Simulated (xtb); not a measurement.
CHS2, SMILES S=C=[SH+], charge +1. All values are semi-empirical tight-binding results from xtb (GFN2-xTB unless named), good for trends rather than for accurate numbers. Geometry optimised at GFN2-xTB. The isomer is the one that the SMILES or the coordinates give; other isomers of the formula were not compared.

Optimised geometry:

Bonds (Å): S1–C2 1.519, C2–S3 1.634, S3–H4 1.356. Bond angles (°): S1–C2–S3 174.5, C2–S3–H4 94.8.
Charge +1, spin multiplicity 1.

Estimate the properties. (The exact figures need the calculation; the answer reports its results.)


| Property | Value |
|---|---|
| point group as xtb finds it | Cs |
| orbital gap | 2.33 eV |
| zero-point energy | 8.3 kcal/mol |
| G − E(el) at 298.15 K (modified RRHO) | -8.0 kcal/mol |
| static polarisability (D4 model) | 48.3 bohr³ |
| solvation energy, GFN2-xTB/ALPB(water) | -56.6 kcal/mol |
| solvation energy, GFN2-xTB/ALPB(acetonitrile) | -52.0 kcal/mol |

Computed atomic charges and the Wiberg bond orders between heavy atoms:
charges (e) S1 0.47, C2 0.02, S3 0.26, H4 0.25. Bond orders S1–C2 2.43, S1–S3 0.35, C2–S3 1.49.
